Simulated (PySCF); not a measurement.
**Frontier levels across methods**

Compound: C2H6OSSi2.
Cartesian coordinates in Å at the PBE0-D3(BJ)/def2-SVP level; atoms count from 1:
```
atom  x, y, z in Å
C1     1.165   -1.260    1.266
C2     1.148   -0.475    0.335
Si3    1.060    0.711   -1.062
O4     2.168    0.368   -2.239
S5    -0.913    0.594   -1.901
Si6   -2.091    0.164   -0.149
H7     1.186   -1.953    2.089
H8     1.386    2.074   -0.586
H9     2.101   -0.494   -2.662
H10   -1.685    1.033    0.994
H11   -3.492    0.478   -0.549
H12   -1.994   -1.269    0.249
```

Basis pcSseg-1 throughout (PySCF), one geometry. Geometry: PBE0-D3(BJ)/def2-SVP, one conformer, isolated molecule.

Problem. How do the orbital energies, the gap and the dipole change with the method?

Solution. 
| method | kind | HOMO (eV) | LUMO (eV) | gap (eV) | μ (D) | SCF cycles |
| --- | --- | --- | --- | --- | --- | --- |
| BLYP | GGA | -6.19 | -1.49 | 4.70 | 2.35 | 16 |
| B97-D | GGA | -6.34 | -1.54 | 4.80 | 2.43 | 15 |
| PBE | GGA | -6.38 | -1.68 | 4.70 | 2.41 | 16 |
| OPBE | GGA | -6.40 | -1.56 | 4.84 | 2.46 | 16 |
| KT3 | GGA | -6.45 | -1.63 | 4.82 | 2.37 | 16 |
| KT2 | GGA | -6.46 | -1.75 | 4.71 | 2.41 | 16 |
| LDA | LDA | -6.47 | -1.94 | 4.53 | 2.49 | 16 |
| BP86 | GGA | -6.49 | -1.78 | 4.71 | 2.44 | 15 |
| B3LYP | global hybrid | -7.33 | -0.95 | 6.38 | 2.53 | 15 |
| B97-2 | global hybrid | -7.36 | -0.80 | 6.56 | 2.61 | 14 |
| PBE0 | global hybrid | -7.60 | -0.80 | 6.80 | 2.63 | 14 |
| mPW1PW91 | global hybrid | -7.63 | -0.80 | 6.82 | 2.64 | 14 |
| BHandHLYP | global hybrid | -8.64 | 0.26 | 8.91 | 2.74 | 13 |
| CAM-B3LYP | range-separated hybrid | -8.85 | 0.36 | 9.21 | 2.64 | 12 |
| wB97X-D | range-separated hybrid | -9.44 | 0.97 | 10.41 | 2.74 | 13 |
| LC-wPBE | range-separated hybrid | -10.26 | 1.43 | 11.70 | 2.79 | 14 |
| HF | Hartree–Fock | -10.36 | 2.80 | 13.15 | 3.02 | 10 |

The HOMO spans 4.17 eV, from BLYP down to HF, and the gap runs from 4.53 eV (LDA) to 13.15 eV (HF). Over the methods BLYP (0 %), B97-D (0 %), PBE (0 %), OPBE (0 %), KT3 (0 %), KT2 (0 %), LDA (0 %), BP86 (0 %), B3LYP (20 %), B97-2 (21 %), PBE0 (25 %), mPW1PW91 (25 %), BHandHLYP (50 %), HF (100 %), a straight line through the gap against the share of exact exchange rises by 0.84 eV for each 10 % (correlation coefficient 1.000). The dipole ranges from 2.35 D (BLYP) to 3.02 D (HF). This basis has no diffuse functions.
